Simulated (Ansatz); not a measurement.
Conformers of Cl2F2H2Si2, SMILES `F[SiH](F)[SiH](Cl)Cl`, each relaxed with PBE0-D4/def2-TZVP in Ansatz. CBS adds the triple-zeta coupled-cluster correction to the MP2 limit.

Not all of them had a frequency check.

Conformer A:

```xyz
8

F     0.016   -1.526   -1.607
Si    0.468   -0.089   -1.109
F     2.056   -0.070   -1.052
Si   -0.380    0.248    1.055
Cl   -2.415    0.415    0.882
Cl    0.104   -1.357    2.223
H     0.030    0.908   -2.111
H     0.120    1.471    1.720
```

Conformer B:

Z-matrix (Å, degrees):
```
Si
F 1 1.589
Si 1 2.346 2 109.1
F 1 1.589 2 107.4 3 118.1
H 1 1.479 2 108.5 3 -124.7
Cl 3 2.047 1 107.4 2 -62.4
Cl 3 2.047 1 107.4 2 179.5
H 3 1.479 1 115.7 2 58.5
```

(1) Which is lowest in electronic energy at CCSD(T)/CBS (frozen core, def2 sets), and by how much? (Estimate.)

(2) Give the energies relative to B (kJ/mol) with PBE-D4/def2-TZVPP, r2SCAN-D4/def2-TZVPP, PBE0-D4/def2-TZVPP, PBE0/def2-TZVPP, B3LYP/def2-TZVPP, CCSD(T)/def2-TZVPP, MP2/def2-QZVPP. (Best estimate.)

## Answers

(1) Ansatz gave: B; A lies 1.6 kJ/mol higher. Gaps under about 2 kJ/mol don't settle the order.

(2) Computed: 
```
               level    A
   PBE-D4/def2-TZVPP  1.4
r2SCAN-D4/def2-TZVPP  1.4
  PBE0-D4/def2-TZVPP  1.5
     PBE0/def2-TZVPP  1.6
    B3LYP/def2-TZVPP  1.7
  CCSD(T)/def2-TZVPP  1.5
      MP2/def2-QZVPP  1.6
```

B3LYP here is the variant with VWN-RPA as its local correlation; programs differ in this.
